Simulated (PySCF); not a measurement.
Task: What does the PBE0-D3(BJ)/def2-SVP structure of `CC#CC1=C2CCC2=CC=C1` look like in three dimensions?

Result: 
```
atom  x, y, z in Å
C1     4.0841   -1.1446    0.0591
C2     2.7700   -0.5263    0.0512
C3     1.6702   -0.0093    0.0443
C4     0.3740    0.5864    0.0371
C5     0.1887    1.9877    0.0168
C6    -1.0820    2.5668    0.0105
C7    -2.2546    1.7961    0.0239
C8    -2.0690    0.4222    0.0435
C9    -0.8056   -0.1606    0.0498
C10   -1.3489   -1.5684    0.0713
C11   -2.7762   -0.9167    0.0644
H12    4.1392   -1.9515    0.8069
H13    4.3237   -1.5829   -0.9229
H14    4.8685   -0.4099    0.2986
H15    1.0719    2.6298    0.0058
H16   -1.1572    3.6571   -0.0053
H17   -3.2395    2.2692    0.0189
H18   -1.1116   -2.1792   -0.8137
H19   -1.1084   -2.1531    0.9729
H20   -3.3807   -1.1184    0.9626
H21   -3.3840   -1.1446   -0.8252
```

Orientation and origin are arbitrary. Atoms count from 1 in this order. The C–C distances run from 1.215 Å (C2≡C3, drawn triple) to 1.569 Å (C10–C11, drawn single), a spread of 0.354 Å. The 6-membered ring C4–C5–C6–C7–C8–C9 has internal angles of 114.8° to 122.9°; it is planar, 0.00 Å rms from its mean plane, widest ring torsion 0°. The 11 heavy atoms lie in one plane (0.000 Å rms). The 4-membered ring C8–C9–C10–C11 has internal angles of 86.6° to 93.7° (sum 360°, against 360° for a flat polygon); it is planar, 0.00 Å rms from its mean plane, widest ring torsion 0°.

Bonds between heavy atoms (Å): C1–C2 1.452, C2≡C3 1.215, C3–C4 1.427, C4–C5 1.414, C5–C6 1.396, C6–C7 1.403, C7–C8 1.387, C8–C9 1.391, C9–C10 1.509, C10–C11 1.569, C4–C9 1.396, C8–C11 1.514.

Method used: PBE0-D3(BJ)/def2-SVP geometry optimisation, gas phase in PySCF 2.14.0.

Not checked by PBE0-D3(BJ)/def2-SVP frequencies.
